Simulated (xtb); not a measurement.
Si(H)(F)(OH)(OMe) (CH5FO2Si), SMILES F[SiH](O)OC. All values are semi-empirical tight-binding results from xtb (GFN2-xTB unless named), good for trends rather than for accurate numbers. Geometry optimised at GFN2-xTB. The structure was generated by enumeration, and PubChem lists no compound with its InChIKey, so it may never have been made. Other conformers were not sampled.

Optimised geometry:

Bonded distances (Å): Si1–O2 1.604, Si1–F3 1.614, Si1–O4 1.613, Si1–H6 1.441, O2–H7 0.955, O4–C5 1.400, C5–H8 1.092, C5–H9 1.090, C5–H10 1.092. Angles (°): O2–Si1–F3 110.5, O2–Si1–O4 107.6, O2–Si1–H6 107.2, F3–Si1–O4 107.3, F3–Si1–H6 106.5, O4–Si1–H6 117.7, Si1–O2–H7 121.8, Si1–O4–C5 129.1, O4–C5–H8 110.4, O4–C5–H9 107.7, O4–C5–H10 111.0, H8–C5–H9 109.3, H8–C5–H10 108.9, H9–C5–H10 109.5.

- orbital gap = 8.25 eV
- dipole moment = 2.14 D
- zero-point energy = 41.4 kcal/mol
- G − E(el) at 298.15 K (modified RRHO) = 21.7 kcal/mol
- static polarisability (D4 model) = 58.0 bohr³
- solvation energy, GFN2-xTB/ALPB(water) = -4.9 kcal/mol
- solvation energy, GFN2-xTB/ALPB(dmso) = -7.9 kcal/mol

### Question
Give the atomic charges and the Wiberg bond orders between heavy atoms. (An estimate is asked for; the answer gives what the named calculation found.)

### Answer
charges (e) Si1 0.64, O2 -0.46, F3 -0.29, O4 -0.35, C5 0.04, H6 -0.04, H7 0.32, H8 0.04, H9 0.06, H10 0.04. Bond orders Si1–O2 1.18, Si1–F3 1.04, Si1–O4 1.16, O4–C5 0.99.
